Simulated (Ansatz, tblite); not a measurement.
Spin states of the cluster HfTe₂⁺ (the lowest doublet isomer of a short search), each relaxed with B3LYP-D4/def2-TZVP in Ansatz. Electronic energies in the gas phase.

In the def2 sets Hf, Te take a core potential; there is no spin–orbit coupling. The xTB rows come from tblite. HSE06 is defined as in plane-wave codes, on full-range PBE exchange. Correlated methods freeze 8 core orbitals; core or outer-core shells of Hf, Te are correlated, in sets that lack core-valence functions. Another isomer (doublet) lies 0.05 eV lower at PBE0-D4/def2-TZVP.

Doublet geometry (C2v within 0.1 Å):

```xyz
3

Hf    1.1328   -0.3311   -0.1904
Te   -0.2103    0.3485    1.8965
Te   -0.9225   -0.0174   -1.7061
```

Quartet geometry (C2v within 0.1 Å):

Cartesian coordinates in Å:
```
Hf -0.7293 -0.2498 1.1360
Te 0.8426 -1.5049 -0.6196
Te -0.1133 1.7547 -0.5164
```

Run but left out: HF/def2-TZVP, MP2/def2-TZVP, CCSD/def2-TZVP, CCSD(T)/def2-TZVP (doublet: ⟨S²⟩ 1.39, where a pure state has 0.75).

Only these spin states were relaxed. Higher spins weren't run and may lie lower.

| level | quartet − doublet (kJ/mol) | lowest of these | remarks |
| --- | --- | --- | --- |
| GFN1-xTB | 129.9 | doublet | – |
| GFN2-xTB | 186.9 | doublet | – |
| r2SCAN-D4/def2-TZVP | 87.4 | doublet | – |
| PBE0-D4/def2-TZVP | 92.7 | doublet | – |
| HSE06-D4/def2-TZVP | 92.7 | doublet | – |
| BHLYP-D4/def2-TZVP | 83.2 | doublet | spin-contaminated (⟨S²⟩ 0.83) (doublet) |
| CAM-B3LYP-D4/def2-TZVP | 91.3 | doublet | – |
| RPA@PBE/def2-TZVP | 87.8 | doublet | – |

| state | donor atoms | mean metal–ligand distance (Å) | range (Å) | Mulliken spin on the metal (PBE0) |
| --- | --- | --- | --- | --- |
| doublet | 2 | 2.573 | 2.57–2.57 | -0.27 |
| quartet | 2 | 2.670 | 2.67–2.67 | 1.01 |

⟨S²⟩ at PBE0-D4/def2-TZVP: doublet 0.80 (pure 0.75), quartet 3.78 (pure 3.75).

The xTB methods have no term that favours high spin, so they put low spin too low.
